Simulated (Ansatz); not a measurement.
Reaction: SiH2SCl (SMILES S[SiH]Cl, doublet) → SiH2SCl (SMILES [S][SiH2]Cl, doublet)
Each species at its own B3LYP-D3(BJ)/def2-TZVP minimum (Ansatz, a program for electronic structure), one conformer.

Property: isomerisation energy (electronic), in kJ/mol. Radicals and triplets start from unrestricted determinants; spin-orbit coupling is neglected. CBS(X,Y): correlation extrapolated as X^-3, Hartree-Fock from the larger set. A bracket is a step between two methods taken in the basis named. Functionals run without relativity, which enters their misses. 'core' is core correlation in cc-pwCVTZ (1s frozen past Ne), 'X2C' scalar relativity in cc-pVTZ-DK, both at CCSD(T).

CCSD(T)/CBS(cc-pV(T+d)Z,cc-pV(Q+d)Z) + [CCSDT(Q) - CCSD(T)]/cc-pV(D+d)Z + core + X2C (Ansatz) gives -6.3 kJ/mol.

**Question.** What does PBE/def2-TZVPD (Ansatz) give here, and how do the other levels compare?

**Answer.** PBE gives 10.4 kJ/mol, 16.7 kJ/mol above it. Differences of the others: r2SCAN/def2-TZVPD (Ansatz) 9.1; B3LYP/def2-TZVPD (Ansatz) 0.0; PBE0/def2-TZVPD (Ansatz) 8.6; wB97M-V/def2-TZVPD (Ansatz) -1.8; CCSD(T)/CBS(cc-pV(T+d)Z,cc-pV(Q+d)Z) + core + X2C (Ansatz) -0.5 kJ/mol. Nearer than PBE: r2SCAN/def2-TZVPD, B3LYP/def2-TZVPD, PBE0/def2-TZVPD, wB97M-V/def2-TZVPD, CCSD(T)/CBS(cc-pV(T+d)Z,cc-pV(Q+d)Z) + core + X2C.
